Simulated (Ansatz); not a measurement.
Reaction (formal loss of a carbene): `CO[SiH](O)F` → `[CH2]` (triplet) + `O[SiH](O)F`

Program: Ansatz. Geometries: PBE0-D4/def2-TZVP. ΔE: electronic, gas phase. CBS: MP2 limit from def2 TZ/QZ plus the TZ coupled-cluster correction, frozen cores. This one scheme is used for every species. Functionals use def2-TZVPP. B3LYP here is the variant with VWN-RPA as its local correlation; programs differ in this. Triplets are unrestricted, without spin–orbit coupling. One conformer a species, not always the lowest.

```json
{"level": "revPBE-D4", "ΔE (kJ/mol)": "374.3"}
{"level": "PBE", "ΔE (kJ/mol)": "381.3"}
{"level": "BLYP", "ΔE (kJ/mol)": "367.3"}
{"level": "B3LYP", "ΔE (kJ/mol)": "369.3"}
{"level": "CAM-B3LYP", "ΔE (kJ/mol)": "377.6"}
{"level": "LC-ωPBE", "ΔE (kJ/mol)": "368.7"}
{"level": "MP2/def2-TZVPP", "ΔE (kJ/mol)": "375.8"}
{"level": "CCSD/CBS(def2)", "ΔE (kJ/mol)": "367.6"}
```

Task: What does CCSD(T)/CBS give? (Estimate.)

Result: Computed: +377.7 kJ/mol. The listed levels differ from it by -3.4, 3.6, -10.4, -8.4, -0.1, -9.0, -1.9, -10.1 kJ/mol.

Largest T1 diagnostic among the species: 0.011.

From BLYP to BHLYP (50 % exact exchange), in def2-TZVPP and without D4, ΔE moves by −7.1 kJ/mol. The D4 term adds +9.0 kJ/mol with B3LYP and +4.9 kJ/mol with PBE0; it sums over pairs of atoms, weighted by their polarisabilities, and B3LYP, whose exchange is more repulsive, gets the larger term.
